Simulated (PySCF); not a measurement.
C₂H₆GeN₂, SMILES [NH2][Ge@H]1[CH]=N[CH2]1. Atoms are numbered in the order given.

```xyz
11

N      1.8926     0.0356     0.7942
Ge     0.4102    -0.2117    -0.2373
C     -1.3021    -0.7153     0.6102
N     -1.9738     0.2954     0.2030
C     -1.0330     1.1594    -0.5211
H      2.7805     0.1416     0.3147
H      1.8273     0.6891     1.5676
H      0.8982    -1.0225    -1.4576
H     -1.7701    -1.5161     1.2023
H     -0.9059     2.1238    -0.0026
H     -1.3771     1.3758    -1.5458
```

Geometry: PBE0-D3(BJ)/def2-SVP. The structure was generated by enumeration; whether it is a known compound was not checked. One conformer was computed; it need not be the lowest.

Two levels are set side by side: PBE/pcSseg-1 (PySCF) and PBE0/pcSseg-1 (PySCF). GIAO shifts against GeH4 (⁷³Ge), NH3 (¹⁵N), TMS (¹H), TMS (¹³C) at the same level; non-relativistic, no solvent, atoms listed together averaged. Differences are taken from unrounded values.

```json
[
 {"quantity": "δ(¹⁵N) of N1 (ppm)", "PBE0": "30.1"},
 {"quantity": "δ(⁷³Ge) of Ge2 (ppm)", "PBE0": "360.6"},
 {"quantity": "δ(¹³C) of C3 (ppm)", "PBE0": "197.1"},
 {"quantity": "δ(¹⁵N) of N4 (ppm)", "PBE0": "503.4"},
 {"quantity": "δ(¹³C) of C5 (ppm)", "PBE0": "72.6"},
 {"quantity": "δ(¹H) of H6, H7 (ppm)", "PBE0": "1.16"},
 {"quantity": "δ(¹H) of H8 (ppm)", "PBE0": "6.14"},
 {"quantity": "δ(¹H) of H9 (ppm)", "PBE0": "8.67"},
 {"quantity": "δ(¹H) of H10, H11 (ppm)", "PBE0": "4.62"}
]
```

Q: What does PBE give, and how far is it from PBE0? (An estimate is asked for; the answer gives what the named calculation found.)

A: 
```json
[
 {"quantity": "δ(¹⁵N) of N1 (ppm)", "PBE": "40.2", "PBE minus PBE0": "10.1"},
 {"quantity": "δ(⁷³Ge) of Ge2 (ppm)", "PBE": "382.3", "PBE minus PBE0": "21.7"},
 {"quantity": "δ(¹³C) of C3 (ppm)", "PBE": "193.7", "PBE minus PBE0": "-3.5"},
 {"quantity": "δ(¹⁵N) of N4 (ppm)", "PBE": "492.2", "PBE minus PBE0": "-11.2"},
 {"quantity": "δ(¹³C) of C5 (ppm)", "PBE": "75.8", "PBE minus PBE0": "3.2"},
 {"quantity": "δ(¹H) of H6, H7 (ppm)", "PBE": "1.31", "PBE minus PBE0": "0.15"},
 {"quantity": "δ(¹H) of H8 (ppm)", "PBE": "6.46", "PBE minus PBE0": "0.32"},
 {"quantity": "δ(¹H) of H9 (ppm)", "PBE": "8.50", "PBE minus PBE0": "-0.17"},
 {"quantity": "δ(¹H) of H10, H11 (ppm)", "PBE": "4.68", "PBE minus PBE0": "0.06"}
]
```

Rough cost on one machine, each run with all the roots and properties that it gave: PBE0 against PBE within a factor of 2.
